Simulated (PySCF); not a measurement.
Compound: C3H3Cl3Sn.
Atom-mapped SMILES: `[CH2:1]=[C:2]=[CH:3][Sn:4]([Cl:5])([Cl:6])[Cl:7]` (hydrogens: H8, H9 on C1; H10 on C3)

A GFN2-xTB structure was refined with PBE0-D3(BJ)/def2-SVP geometry optimisation, gas phase, def2 core potentials past Kr (PySCF 2.14.0). Its GFN2-xTB values:

```json
{"coordinate": "C1=C2", "GFN2-xTB": "1.275 Å"}
{"coordinate": "C1–H8", "GFN2-xTB": "1.110 Å"}
{"coordinate": "C2=C3", "GFN2-xTB": "1.259 Å"}
{"coordinate": "C3–Sn4", "GFN2-xTB": "2.299 Å"}
{"coordinate": "C3–H10", "GFN2-xTB": "1.093 Å"}
{"coordinate": "Sn4–Cl5", "GFN2-xTB": "2.320 Å"}
{"coordinate": "C1–C2–C3", "GFN2-xTB": "175.2°"}
{"coordinate": "C2–C3–Sn4", "GFN2-xTB": "119.8°"}
{"coordinate": "C3–Sn4–Cl5", "GFN2-xTB": "111.9°"}
{"coordinate": "C3–Sn4–Cl7", "GFN2-xTB": "112.7°"}
{"coordinate": "Cl5–Sn4–Cl6", "GFN2-xTB": "107.0°"}
{"coordinate": "Cl6–Sn4–Cl7", "GFN2-xTB": "105.5°"}
{"coordinate": "C2–C3–Sn4–Cl5", "GFN2-xTB": "172°"}
```

How do these coordinates change at the PBE0-D3(BJ)/def2-SVP level?

```csv
coordinate,PBE0-D3(BJ)/def2-SVP (Å or °),change
C3–Sn4,2.117,-0.182
C2=C3,1.305,+0.046
C1=C2,1.308,+0.033
C1–H8,1.095,-0.015
Sn4–Cl5,2.331,+0.011
C3–H10,1.095,+0.002
C1–C2–C3,177.7,+2.5
C2–C3–Sn4,118.1,-1.7
C3–Sn4–Cl5,112.4,+0.5
Cl5–Sn4–Cl6,107.4,+0.4
Cl6–Sn4–Cl7,105.8,+0.3
C3–Sn4–Cl7,112.6,-0.1
C2–C3–Sn4–Cl5,180,+8
```

The energy falls by 7.9 kcal/mol over 9 energy and gradient evaluations, the largest force component goes from 0.0808 to 1.0e-04 Eh/bohr, and the atoms move by 0.138 Å rms after alignment. The bond that changes most is C3–Sn4 (ends: outer carbon of cumulated double bonds; tin bonded to C and 3 Cl), which shortens by 0.182 Å. Bonds longer at the end by more than 0.005 Å: 4 of 9; shorter: 4. Rotational constants go from 1067, 668.7, 653.6 to 1104, 699.0, 672.5 MHz.

The run used 137 basis functions and 62 SCF cycles in all.

PBE0-D3(BJ)/def2-SVP frequencies: not computed here.

The values belong to the conformer `[CH2:1]=[C:2]=[CH:3][Sn:4]([Cl:5])([Cl:6])[Cl:7]`: C2–C3–Sn4–Cl5 180°.
